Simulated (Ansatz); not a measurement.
A nudged elastic band was laid between two geometries of CH6Ge (8 atoms, charge 0, multiplicity 1).

All numbers below come from RKS PBE-D4/def2-SVP in Ansatz.

```json
{"movable images": "7", "climbing image": "yes", "spring": "5.0 eV/Å²", "optimiser": "quadratic models (default)", "start path": "through a guess of the saddle point", "force threshold": "0.05 eV/Å", "iteration limit": "60", "end points": "relaxed"}
```

Initial state:

```xyz
8
Properties=species:S:1:pos:R:3
Ge 0.176 -0.028 0.360
H -0.265 -0.302 1.824
C 2.139 0.032 0.238
H 2.573 -0.934 0.560
H 2.454 0.231 -0.805
H 2.539 0.834 0.888
H -0.437 1.323 -0.096
H -0.389 -1.157 -0.545
```

Final state:

```xyz
8
Properties=species:S:1:pos:R:3
Ge -0.803 -0.021 0.461
H 1.189 -0.125 1.246
C 2.122 -0.023 0.621
H 2.609 -1.014 0.604
H 1.910 0.317 -0.407
H 2.747 0.724 1.144
H -0.522 1.217 -0.533
H -0.462 -1.073 -0.712
```

**Question.** Which bonds break or form, and what moves?

**Answer.** Bonds broken: Ge1–H2, Ge1–C3. Bonds formed: H2–C3. CH6Ge becomes CH4 + GeH2.

**Question.** What energy profile does the band end with?

**Answer.** The run converged. The highest image is number 5 of 0 to 8, 230.2 kJ/mol above the first end and 102.0 kJ/mol above the last; the last end lies 128.2 kJ/mol above the first. A vibrational analysis at the climbing image gives one clearly imaginary mode, 1064i cm⁻¹: a first-order saddle point. The orbitals stay closed-shell, which can raise the energy where a bond breaks towards radicals; this wasn't checked here.

```tsv
image	path coordinate (Å)	energy (kJ/mol)	Ge1–H2 (Å)	Ge1–C3 (Å)	H2–C3 (Å)
0	0.00	0.0	1.55	1.97	2.90
1	0.30	7.7	1.55	1.95	2.68
2	0.60	39.7	1.54	1.94	2.42
3	0.90	108.0	1.51	2.01	2.15
4	1.21	193.8	1.51	2.18	1.90
5	1.51	230.2	1.56	2.37	1.66
6	1.89	177.8	1.72	2.51	1.29
7	2.28	131.9	1.97	2.77	1.14
8	2.67	128.2	2.14	2.93	1.13
```

**Question.** What is the geometry of the highest image?

**Answer.** 
```xyz
8
Properties=species:S:1:pos:R:3
Ge -0.368 -0.051 0.424
H 0.759 -0.205 1.497
C 1.998 0.000 0.409
H 2.424 -0.988 0.658
H 2.138 0.236 -0.659
H 2.415 0.800 1.046
H -0.319 1.348 -0.263
H -0.256 -1.139 -0.688
```

**Question.** What are the harmonic wavenumbers there?

**Answer.** 1064i, 111, 363, 487, 557, 710, 727, 875, 891, 1092, 1371, 1387, 2020, 2055, 2092, 3008, 3141, 3149 cm⁻¹.

The band took 16 iterations and of the order of 3 core-minutes.

The run took 100 s on 2 threads of Arm Neoverse V1, on a shared host, peak memory 0.14 GiB.
